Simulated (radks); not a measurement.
Charge is removed step by step from the 4d (averaged over the sub-levels emptied) level of the iodine ion I+, starting from [Kr] 4d10 5s2 5p4. Calculated with a radial shooting solver on a logarithmic mesh with Libxc functionals: Dirac Kohn-Sham, PBE, spin-unpolarised, spherical densities, finite nucleus; open shells are shared between the two j in proportion to 2j + 1; Fermi nuclear charge, rms radius 4.75 fm.

removed (e)	E - E(0) (eV)	eigenvalue (eV)	E minus straight line (eV)
0	0.000	-59.752	0.000
0.1	6.060	-61.459	-0.792
0.2	12.292	-63.183	-1.412
0.3	18.698	-64.925	-1.859
0.4	25.278	-66.683	-2.131
0.5	32.035	-68.457	-2.227
0.6	38.970	-70.248	-2.144
0.7	46.085	-72.053	-1.882
0.8	53.381	-73.874	-1.438
0.9	60.860	-75.709	-0.811
1	68.523	-77.559	0.000

Removing the whole electron costs 68.523 eV by Delta-SCF, against 59.752 eV from minus the eigenvalue at the starting occupation. Slater's transition state (half an electron removed) gives 68.457 eV. Integrating minus the eigenvalue over the occupation (Janak's theorem) gives 68.523 eV. The mean slope of the eigenvalue, de/dn, is 17.8 eV per electron.
